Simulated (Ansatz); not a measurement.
AlBF2H2O, SMILES `O[B](F)[AlH][F]`. The species carries charge 0 and has multiplicity 1. The geometry is a stationary point of PBE0-D4/def2-TZVP. It is one conformer, not always the lowest.

```xyz
7

O     1.097    0.881    1.185
B     0.939   -0.110    0.282
F     2.012   -0.868    0.069
Al   -0.922   -0.448   -0.748
F    -2.071    0.655   -0.279
H     0.305    1.409    1.315
H    -1.359   -1.518   -1.824
```

**Question.** What is the dipole moment at PBE/def2-TZVPP? (An estimate is asked.)

**Answer.** The calculation gave: 0.63 D, with components (-0.57, 0.28, 0.02) D in this frame, pointing from negative to positive charge.

**Question.** And with r2SCAN, B3LYP, ωB97M-V? (Estimate.)

**Answer.** The calculation gave: r2SCAN 0.70 D, B3LYP 0.74 D, ωB97M-V 0.78 D.

**Question.** Give the Mulliken charges with PBE, B3LYP, r2SCAN in def2-TZVPP. (Best estimate.)

**Answer.** Ansatz gave: 
| atom | PBE | B3LYP | r2SCAN |
| --- | --- | --- | --- |
| O1 | -0.19 | -0.22 | -0.25 |
| B2 | 0.23 | 0.29 | 0.29 |
| F3 | -0.21 | -0.25 | -0.27 |
| Al4 | 0.39 | 0.46 | 0.53 |
| F5 | -0.33 | -0.37 | -0.37 |
| H6 | 0.22 | 0.21 | 0.23 |
| H7 | -0.11 | -0.13 | -0.15 |

B3LYP here is the variant with VWN-RPA as its local correlation; programs differ in this.
